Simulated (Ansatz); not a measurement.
One change: `BN[SiH](F)F` becomes `BN[SiH2]F`.

Ansatz, PBE0-D4/def2-TZVP geometries, multiplicity 1. Each molecule was computed in one conformer, which needn't be the lowest.

```
                                          property  `BN[SiH](F)F`
           HOMO–LUMO gap (ωB97M-V/def2-TZVPP) / eV          13.07
               HOMO–LUMO gap (PBE/def2-TZVPP) / eV           6.38
  size of the dipole moment (B3LYP/def2-TZVPP) / D           0.89
    size of the dipole moment (PBE/def2-TZVPP) / D           0.80
              HOMO–LUMO gap (PBE0/def2-TZVPP) / eV           8.83
size of the dipole moment (ωB97M-V/def2-TZVPP) / D           0.90
```

Q: What does the change do to each property? (Best estimate.)

A: The calculation gave: 
```json
{"property": "HOMO–LUMO gap (ωB97M-V/def2-TZVPP) / eV", "`BN[SiH2]F`": "12.82", "shift": "-0.25"}
{"property": "HOMO–LUMO gap (PBE/def2-TZVPP) / eV", "`BN[SiH2]F`": "6.20", "shift": "-0.18"}
{"property": "size of the dipole moment (B3LYP/def2-TZVPP) / D", "`BN[SiH2]F`": "1.55", "shift": "0.66"}
{"property": "size of the dipole moment (PBE/def2-TZVPP) / D", "`BN[SiH2]F`": "1.53", "shift": "0.73"}
{"property": "HOMO–LUMO gap (PBE0/def2-TZVPP) / eV", "`BN[SiH2]F`": "8.62", "shift": "-0.21"}
{"property": "size of the dipole moment (ωB97M-V/def2-TZVPP) / D", "`BN[SiH2]F`": "1.55", "shift": "0.65"}
```

With PBE0 the HOMO rises by 0.31 eV and the LUMO rises by 0.09 eV, so the gap narrows by about 0.22 eV. PBE moves the HOMO by 0.27 eV and ωB97M-V by 0.33 eV. Dipoles are sizes alone; their direction can turn.

B3LYP here is the variant with VWN-RPA as its local correlation; programs differ in this.
